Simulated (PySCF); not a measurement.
Pd, quintet (another spin typed on purpose, not shown lowest) (core potentials on Pd); PBE/def2-SVP run with PySCF.

PySCF was given this input:
```python
from pyscf import gto, scf, dft

mol = gto.M(
    atom='''
Pd    0.00000000    0.00000000    0.00000000
''',
    basis='def2-svp',
    ecp={'Pd': 'def2-svp'},
    spin=4,
    verbose=4,
)

mf = dft.UKS(mol)
mf.xc = 'pbe'
mf.kernel()
```

The log (banner, timings and long lists left out):

```
PySCF version 2.14.0

[INPUT] verbose = 4
[INPUT] num. atoms = 1
[INPUT] num. electrons = 18
[INPUT] charge = 0
[INPUT] spin (= nelec alpha-beta = 2S) = 4
[INPUT] symmetry False subgroup None
[INPUT] Mole.unit = angstrom
[INPUT] Symbol           X                Y                Z      unit          X                Y                Z       unit  Magmom
[INPUT]  1 Pd     0.000000000000   0.000000000000   0.000000000000 AA    0.000000000000   0.000000000000   0.000000000000 Bohr   0.0

nuclear repulsion = 0
number of shells = 11
number of NR pGTOs = 57
number of NR cGTOs = 31
basis = def2-svp
ecp = {'Pd': 'def2-svp'}

******** <class 'pyscf.dft.uks.UKS'> ********
method = UKS
initial guess = minao
damping factor = 0
level_shift factor = 0
DIIS = <class 'pyscf.scf.diis.CDIIS'>
diis_start_cycle = 1
diis_space = 8
diis_damp = 0
SCF conv_tol = 1e-09
SCF conv_tol_grad = None
SCF max_cycles = 50
direct_scf = True
direct_scf_tol = 1e-13
number electrons alpha = 11  beta = 7
XC library pyscf.dft.libxc version 7.1.2
    S. Lehtola, C. Steigemann, M. J. T. Oliveira, and M. A. L. Marques,  SoftwareX 7, 1–5 (2018)
XC functionals = pbe
    J. P. Perdew, K. Burke, and M. Ernzerhof,  Phys. Rev. Lett. 77, 3865 (1996)
    J. P. Perdew, K. Burke, and M. Ernzerhof,  Phys. Rev. Lett. 78, 1396 (1997)
    J. P. Perdew, K. Burke, and M. Ernzerhof,  Phys. Rev. Lett. 77, 3865 (1996)
    J. P. Perdew, K. Burke, and M. Ernzerhof,  Phys. Rev. Lett. 78, 1396 (1997)
radial grids:
    Treutler-Ahlrichs [JCP 102, 346 (1995); DOI:10.1063/1.469408] (M4) radial grids

becke partition: Becke, JCP 88, 2547 (1988); DOI:10.1063/1.454033
pruning grids: <function nwchem_prune>
grids dens level: 3
symmetrized grids: False
atomic radii adjust function: <function treutler_atomic_radii_adjust>
small_rho_cutoff = 0
Set gradient conv threshold to 3.16228e-05
tot grids = 22176
init E= -117.147220964881

cycle= 1 E= -127.390709505675  delta_E= -10.2  |g|= 0.531  |ddm|= 3.01

cycle= 2 E= -127.300965622999  delta_E= 0.0897  |g|= 0.769  |ddm|= 2.45

cycle= 3 E= -127.591896885309  delta_E= -0.291  |g|= 0.0452  |ddm|= 1.12

cycle= 4 E= -127.592866055555  delta_E= -0.000969  |g|= 0.0308  |ddm|= 0.283

cycle= 5 E= -127.593447225363  delta_E= -0.000581  |g|= 0.00636  |ddm|= 0.134

cycle= 6 E= -127.593481500517  delta_E= -3.43e-05  |g|= 0.00228  |ddm|= 0.0439

cycle= 7 E= -127.59349438823  delta_E= -1.29e-05  |g|= 0.00142  |ddm|= 0.0271

cycle= 8 E= -127.593503385638  delta_E= -9e-06  |g|= 0.000622  |ddm|= 0.0281

cycle= 9 E= -127.593512141715  delta_E= -8.76e-06  |g|= 0.000594  |ddm|= 0.0401

cycle= 10 E= -127.593517320599  delta_E= -5.18e-06  |g|= 0.000332  |ddm|= 0.0595

cycle= 11 E= -127.593517473998  delta_E= -1.53e-07  |g|= 0.000116  |ddm|= 0.002

cycle= 12 E= -127.593517632552  delta_E= -1.59e-07  |g|= 9.24e-05  |ddm|= 0.0078

cycle= 13 E= -127.593517720094  delta_E= -8.75e-08  |g|= 8.34e-05  |ddm|= 0.00163

cycle= 14 E= -127.593517643378  delta_E= 7.67e-08  |g|= 8.37e-05  |ddm|= 0.00139

cycle= 15 E= -127.593517400631  delta_E= 2.43e-07  |g|= 8.33e-05  |ddm|= 0.00439

cycle= 16 E= -127.593516774689  delta_E= 6.26e-07  |g|= 8.32e-05  |ddm|= 0.0114

cycle= 17 E= -127.593516980812  delta_E= -2.06e-07  |g|= 8.12e-05  |ddm|= 0.00411

cycle= 18 E= -127.59351527458  delta_E= 1.71e-06  |g|= 9.53e-05  |ddm|= 0.0317

cycle= 19 E= -127.593514769455  delta_E= 5.05e-07  |g|= 9.92e-05  |ddm|= 0.0098

cycle= 20 E= -127.59351563946  delta_E= -8.7e-07  |g|= 8.52e-05  |ddm|= 0.0167

cycle= 21 E= -127.593514920075  delta_E= 7.19e-07  |g|= 0.000161  |ddm|= 0.0133

cycle= 22 E= -127.593513071044  delta_E= 1.85e-06  |g|= 0.000182  |ddm|= 0.0385

cycle= 23 E= -127.593513841455  delta_E= -7.7e-07  |g|= 0.000167  |ddm|= 0.0165

cycle= 24 E= -127.593514406941  delta_E= -5.65e-07  |g|= 0.000126  |ddm|= 0.0111

cycle= 25 E= -127.593513295527  delta_E= 1.11e-06  |g|= 0.000315  |ddm|= 0.0209

cycle= 26 E= -127.593513544251  delta_E= -2.49e-07  |g|= 9.88e-05  |ddm|= 0.00364

cycle= 27 E= -127.59351354109  delta_E= 3.16e-09  |g|= 9.43e-05  |ddm|= 0.000133

cycle= 28 E= -127.593513154409  delta_E= 3.87e-07  |g|= 0.000115  |ddm|= 0.00754

cycle= 29 E= -127.593514849726  delta_E= -1.7e-06  |g|= 7.93e-05  |ddm|= 0.0333

cycle= 30 E= -127.593512897972  delta_E= 1.95e-06  |g|= 8.22e-05  |ddm|= 0.0393

cycle= 31 E= -127.593512502846  delta_E= 3.95e-07  |g|= 8.39e-05  |ddm|= 0.00816

cycle= 32 E= -127.593512428785  delta_E= 7.41e-08  |g|= 8.26e-05  |ddm|= 0.00146

cycle= 33 E= -127.59351315608  delta_E= -7.27e-07  |g|= 0.000111  |ddm|= 0.0177

cycle= 34 E= -127.593514843474  delta_E= -1.69e-06  |g|= 0.000448  |ddm|= 0.0549

cycle= 35 E= -127.59351333551  delta_E= 1.51e-06  |g|= 8.93e-05  |ddm|= 0.0619

cycle= 36 E= -127.593514456516  delta_E= -1.12e-06  |g|= 8.94e-05  |ddm|= 0.0423

cycle= 37 E= -127.593515368806  delta_E= -9.12e-07  |g|= 8.79e-05  |ddm|= 0.0224

cycle= 38 E= -127.593514690486  delta_E= 6.78e-07  |g|= 7.73e-05  |ddm|= 0.018

cycle= 39 E= -127.593516129083  delta_E= -1.44e-06  |g|= 0.000181  |ddm|= 0.0375

cycle= 40 E= -127.593516036947  delta_E= 9.21e-08  |g|= 0.000182  |ddm|= 0.00892

cycle= 41 E= -127.593514988314  delta_E= 1.05e-06  |g|= 8.73e-05  |ddm|= 0.0281

cycle= 42 E= -127.593515169887  delta_E= -1.82e-07  |g|= 9.23e-05  |ddm|= 0.0276

cycle= 43 E= -127.593515386524  delta_E= -2.17e-07  |g|= 5.8e-05  |ddm|= 0.00746

cycle= 44 E= -127.593517041858  delta_E= -1.66e-06  |g|= 0.000242  |ddm|= 0.0739

cycle= 45 E= -127.593517014595  delta_E= 2.73e-08  |g|= 0.000278  |ddm|= 0.00513

cycle= 46 E= -127.593515694364  delta_E= 1.32e-06  |g|= 7.23e-05  |ddm|= 0.0614

cycle= 47 E= -127.593516568319  delta_E= -8.74e-07  |g|= 4.98e-05  |ddm|= 0.0378

cycle= 48 E= -127.593516728435  delta_E= -1.6e-07  |g|= 5.54e-05  |ddm|= 0.0101

cycle= 49 E= -127.593517213423  delta_E= -4.85e-07  |g|= 9.57e-05  |ddm|= 0.0325

cycle= 50 E= -127.593517271345  delta_E= -5.79e-08  |g|= 5.75e-05  |ddm|= 0.00494
SCF not converged.
SCF energy = -127.593517271345 after 50 cycles  <S^2> = 6.0004936  2S+1 = 5.0001974
```

The run did not converge; its last values are not results.
